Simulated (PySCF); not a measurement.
Ranking problems on computed properties.

Each SMILES stands for a single optimised conformer of the isolated species, non-relativistic unless stated. Electronic properties by PySCF.

Dipoles, sizes and rotational constants follow the conformer. The torsions of the flexible species, by atom-mapped SMILES:
- `[CH3:1][C:2]#[C:3][CH2:4][C:5]([NH2:6])=[O:7]`: C3–C4–C5–N6 14°, H–N6–C5–C4 -6°, H–N6–C5–C4 -179°
- `[CH:1]#[C:2][C@@H:3]1[CH2:4][C@@H:5]([F:6])/[C:7]1=[CH:8]\[O:9][CH3:10]`: C7–C8–O9–C10 -6°
- `[H]/[N:5]=[CH:4]\[CH2:3][CH:2]=[CH2:1]`: C1–C2–C3–C4 114°, C2–C3–C4–N5 120°
- `[H]/[N:5]=[CH:4]\[C:2](=[CH2:1])[CH3:3]`: C1–C2–C4–N5 180°
- `[CH3:1][CH2:2][c:3]1[cH:4][cH:5][cH:6][c:7]([OH:8])[c:9]1[F:10]`: C1–C2–C3–C4 -99°, H–O8–C7–C6 180°
- `[CH2:1]=[C:2]1[CH2:3][C@@H:4]1[NH2:5]`: H–N5–C4–C3 -148°, H–N5–C4–C3 93°
- `[CH3:1][O:2][CH2:3][c:4]1[cH:5][cH:6][c:7]([F:8])[cH:9][cH:10]1`: C1–O2–C3–C4 -70°, O2–C3–C4–C5 141°
- `[CH3:1][CH2:2][O:3][c:4]1[cH:5][cH:6][cH:7][cH:8][c:9]1[F:10]`: C1–C2–O3–C4 -79°, C2–O3–C4–C5 -5°

Problem. Rank by smallest rotational constant, highest first (PBE0-D3(BJ)/def2-SVP).
A. `C#C[C@@H]1C[C@@H](F)/C1=C\OC`
B. `[H]/N=C\CC=C`
C. `CC#CCC(N)=O`
D. `[H]/N=C\C(=C)C`
E. `CCc1cccc(O)c1F`
F. `COCc1ccc(F)cc1`
G. `C=C1C[C@@H]1N`

Solution. G (3.249 GHz), D (2.919 GHz), B (2.376 GHz), C (1.064 GHz), E (0.793 GHz), A (0.708 GHz), F (0.652 GHz).

Problem. Rank by HOMO–LUMO gap, lowest first (CAM-B3LYP/def2-SVPD at PBE0-D3(BJ)/def2-SVP geometries).
A. `CCc1cccc(O)c1F`
B. `FS(F)(F)(F)(F)F`
C. `CC#CCC(N)=O`
D. `[H]/N=C\C(=C)C`

Solution. A (8.59 eV), D (8.73 eV), C (9.59 eV), B (13.17 eV).

Problem. Give the two extremes of that set in kcal/mol.

Solution. `CCc1cccc(O)c1F`: 198 kcal/mol; `FS(F)(F)(F)(F)F`: 304 kcal/mol.

Problem. Rank by lowest triplet excitation (Tamm–Dancoff), lowest first (TDA CAM-B3LYP/def2-SVPD at PBE0-D3(BJ)/def2-SVP geometries).
A. `[AsH2]SC`
B. `CCC1=CC=CC(O)=C1F`
C. `FS(F)(F)(F)(F)F`
D. `C=C(C)/C=N\[H]`
E. `C#CC#[NH+]`

Solution. D (3.53 eV), E (3.80 eV), B (4.00 eV), A (4.22 eV), C (8.14 eV).

Problem. Rank by static isotropic polarisability, highest first (CAM-B3LYP/def2-SVPD at PBE0-D3(BJ)/def2-SVP geometries).
A. `[H]/N=C\C(=C)C`
B. `C(c1cccc(O)c1F)C`
C. `C(#CC)CC(N)=O`
D. `C#CC#[NH+]`
E. `CS[AsH2]`
F. `FS(F)(F)(F)(F)F`

Solution. B (97.7 au), C (71.9 au), E (68.5 au), A (59.2 au), D (36.7 au), F (30.6 au).

Problem. By how much do the two ends of that ranking differ?

Solution. By 67.1 au, between `CCc1cccc(O)c1F` and `FS(F)(F)(F)(F)F`.

Problem. Rank by HOMO energy, lowest first (CAM-B3LYP/def2-SVPD at PBE0-D3(BJ)/def2-SVP geometries).
A. `C=C1C[C@@H]1N`
B. `C(/C(=C)C)=N/[H]`
C. `CCOc1ccccc1F`
D. `C#CC#[NH+]`
E. `CC#CCC(N)=O`

Solution. D (-16.50 eV), B (-8.93 eV), E (-8.61 eV), A (-8.50 eV), C (-7.71 eV).

Problem. By how much do the two ends of that ranking differ?

Solution. By 8.79 eV, between `CCOc1ccccc1F` and `C#CC#[NH+]`.

Problem. Rank by electronic spatial extent ⟨r²⟩ about the centre of nuclear charge, highest first (CAM-B3LYP/def2-SVPD at PBE0-D3(BJ)/def2-SVP geometries).
A. `C#C[C@H]1/C(=C/OC)[C@H](F)C1`
B. `[H]/N=C\C(=C)C`
C. `CCOC1=CC=CC=C1F`
D. `C=C1C[C@@H]1N`
E. `FS(F)(F)(F)(F)F`

Solution. A (1599 bohr²), C (1532 bohr²), E (579 bohr²), B (448 bohr²), D (429 bohr²).
